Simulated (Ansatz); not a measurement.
Computed with Ansatz.

Basis-set series for CH$_{7}$NSi$_{3}$, SMILES `[SiH3][SiH]1C=N[SiH2]1`. Total charge 0; spin multiplicity 1. All single points use the PBE0-D4/def2-TZVP geometry.

| functional | basis | functions | energy (Eh) | HOMO (eV) | LUMO (eV) |
| --- | --- | --- | --- | --- | --- |
| PBE0-D4 | def2-SVP | 117 | -964.68529 | -6.66 | -1.17 |
| PBE0-D4 | def2-TZVPP | 286 | -965.09968 | -6.74 | -1.31 |
| ωB97M-V | def2-SVP | 117 | -965.03683 | -8.82 | 1.07 |
| ωB97M-V | def2-TZVPP | 286 | -965.45709 | -8.91 | 0.81 |

(1) Give the rows for def2-QZVPP. (An estimate is asked.)

Answers

(1) The calculation gave: 
```
functional       basis  functions  energy (Eh)  HOMO (eV)  LUMO (eV)
   PBE0-D4  def2-QZVPP        534   -965.13400      -6.76      -1.36
   ωB97M-V  def2-QZVPP        534   -965.48930      -8.93       0.71
```

Positive LUMOs are unbound and depend on the basis.
